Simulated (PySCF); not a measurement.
Molecule: SMILES C[Si@@H](O)[SiH2][SiH3], CH$_{10}$OSi$_{3}$.

Molfile (atoms numbered from 1):
```
CH10OSi3
     RDKit          3D

 15 14  0  0  0  0  0  0  0  0999 V2000
   -2.0933   -0.6543    0.8279 C   0  0  0  0  0  0  0  0  0  0  0  0
   -1.1357    0.2191   -0.5290 Si  0  0  1  0  0  4  0  0  0  0  0  0
   -0.6359    1.7502   -0.0516 O   0  0  0  0  0  0  0  0  0  0  0  0
    0.9122   -0.8500   -0.9363 Si  0  0  0  0  0  4  0  0  0  0  0  0
    2.4960    0.4186    0.2401 Si  0  0  0  0  0  4  0  0  0  0  0  0
   -3.0140   -0.1084    1.0901 H   0  0  0  0  0  0  0  0  0  0  0  0
   -2.3831   -1.6657    0.5004 H   0  0  0  0  0  0  0  0  0  0  0  0
   -1.4801   -0.7523    1.7372 H   0  0  0  0  0  0  0  0  0  0  0  0
   -2.0083    0.3208   -1.7457 H   0  0  0  0  0  0  0  0  0  0  0  0
   -1.3191    2.4026    0.1290 H   0  0  0  0  0  0  0  0  0  0  0  0
    1.2537   -0.9094   -2.3931 H   0  0  0  0  0  0  0  0  0  0  0  0
    0.8828   -2.2540   -0.4115 H   0  0  0  0  0  0  0  0  0  0  0  0
    2.0750    0.5223    1.6713 H   0  0  0  0  0  0  0  0  0  0  0  0
    3.8499   -0.2192    0.1970 H   0  0  0  0  0  0  0  0  0  0  0  0
    2.5954    1.7878   -0.3464 H   0  0  0  0  0  0  0  0  0  0  0  0
  1  2  1  0
  2  3  1  0
  2  4  1  0
  4  5  1  0
  1  6  1  0
  1  7  1  0
  1  8  1  0
  2  9  1  6
  3 10  1  0
  4 11  1  0
  4 12  1  0
  5 13  1  0
  5 14  1  0
  5 15  1  0
M  END
```

Geometry PBE0-D3(BJ)/def2-SVP throughout; GIAO in PySCF 2.14.0 with density-fitted response routines, gas phase, one conformer, non-relativistic; equivalent atoms averaged; basis pcSseg-1.

(1) How do the shifts δ (against TMS, H2O at the same level) depend on the functional? (a selection of nuclei; ppm; last column core-seconds on shared hosts with different chips, so compare them loosely; the GGAs took longer than the global hybrids here, which isn't the general rule, and the cause wasn't traced)

(2) Which nucleus among those listed moves most, in ppm?

Answers

(1) 
| functional | kind | Si2 | Si5 | Si4 | O3 | H9 | H13/H14/H15 | H11 | H10 | H6/H7/H8 | core-s |
| --- | --- | --- | --- | --- | --- | --- | --- | --- | --- | --- | --- |
| HF | Hartree–Fock | -1.4 | -91.8 | -97.6 | 8.9 | 4.80 | 3.49 | 3.16 | 1.11 | 0.34 | 7.6 |
| LDA | LDA | 12.1 | -121.6 | -123.1 | 39.5 | 6.14 | 3.86 | 3.73 | 0.60 | 0.41 | 18 |
| PBE | GGA | 7.7 | -111.5 | -116.1 | 33.0 | 5.85 | 3.74 | 3.54 | 0.37 | 0.40 | 22 |
| BLYP | GGA | 5.6 | -109.0 | -110.8 | 35.0 | 5.68 | 3.64 | 3.42 | 0.41 | 0.38 | 23 |
| BP86 | GGA | 7.8 | -109.4 | -114.0 | 31.2 | 5.83 | 3.74 | 3.53 | 0.40 | 0.40 | 22 |
| OPBE | GGA | 6.8 | -102.7 | -111.1 | 26.1 | 5.73 | 3.72 | 3.51 | 0.30 | 0.41 | 22 |
| KT2 | GGA | 9.2 | -109.8 | -113.7 | 29.3 | 5.81 | 3.70 | 3.51 | 0.37 | 0.39 | 23 |
| KT3 | GGA | 5.8 | -102.2 | -106.8 | 27.1 | 5.54 | 3.57 | 3.35 | 0.31 | 0.39 | 23 |
| B97-D | GGA | 5.0 | -102.3 | -106.3 | 27.5 | 5.57 | 3.61 | 3.37 | 0.44 | 0.39 | 22 |
| B3LYP | global hybrid | 4.7 | -105.2 | -108.1 | 27.8 | 5.45 | 3.60 | 3.36 | 0.56 | 0.37 | 15 |
| PBE0 | global hybrid | 6.3 | -106.0 | -112.0 | 24.1 | 5.54 | 3.68 | 3.45 | 0.54 | 0.38 | 15 |
| mPW1PW91 | global hybrid | 6.4 | -103.7 | -109.8 | 23.2 | 5.48 | 3.66 | 3.42 | 0.54 | 0.38 | 15 |
| WP04 | global hybrid | 2.1 | -86.5 | -88.6 | 16.3 | 4.72 | 3.15 | 2.91 | 0.69 | 0.36 | 11 |
| B97-2 | global hybrid | 5.0 | -101.4 | -107.4 | 21.9 | 5.42 | 3.61 | 3.37 | 0.51 | 0.38 | 10 |
| BHandHLYP | global hybrid | 2.8 | -99.9 | -103.8 | 20.1 | 5.14 | 3.54 | 3.26 | 0.79 | 0.35 | 10 |
| CAM-B3LYP | range-separated hybrid | 5.1 | -106.6 | -109.3 | 25.7 | 5.35 | 3.58 | 3.34 | 0.65 | 0.35 | 15 |
| wB97X-D | range-separated hybrid | 5.5 | -104.8 | -111.0 | 20.9 | 5.41 | 3.65 | 3.41 | 0.59 | 0.36 | 14 |
| LC-wPBE | range-separated hybrid | 6.7 | -104.9 | -111.4 | 17.5 | 5.28 | 3.58 | 3.35 | 0.59 | 0.34 | 19 |

(2) Si5 (silicon bonded to Si, 3 H): from -121.6 ppm with LDA to -86.5 ppm with WP04. The smallest spread is 0.07 ppm, at H6/H7/H8. Proton shifts span only some 12 ppm, so a few tenths of a ppm matter as much there as several ppm in carbon.
